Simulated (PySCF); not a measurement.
AlI₃, charge -1, doublet, at a GFN2-xTB geometry (such geometries of metal compounds can be far from the true shape) (a state made from the parent by changing its charge; the spin is typed, not shown lowest) (core potentials on I).

The PySCF input:
```python
from pyscf import gto, scf, dft

mol = gto.M(
    atom='''
Al   -0.000055   -0.018048    0.009502
I    -2.214325   -1.527828   -0.069272
I     0.007225    2.350478   -1.237457
I     2.207113   -0.818222    1.304398
''',
    basis='def2-svp',
    ecp={'I': 'def2-svp'},
    charge=-1,
    spin=1,
    verbose=4,
)

mf = dft.UKS(mol)
mf.xc = 'b3lyp'
mf = mf.density_fit(auxbasis='def2-universal-jkfit')
mf.kernel()
```

Question: What does this run give for the number of basis functions, <S^2>, Mulliken (on the basis functions themselves) charges in atom order, HOMO energy?

Answer: 
| Property | Result |
|---|---|
| number of basis functions | 96 |
| <S^2> | 0.753 |
| Mulliken (on the basis functions themselves) charges in atom order | Al1 0.38, I2 -0.46, I3 -0.46, I4 -0.46 |
| HOMO energy | -0.06 eV |

These values belong to the state on which the SCF converged, which isn't shown to be the lowest.
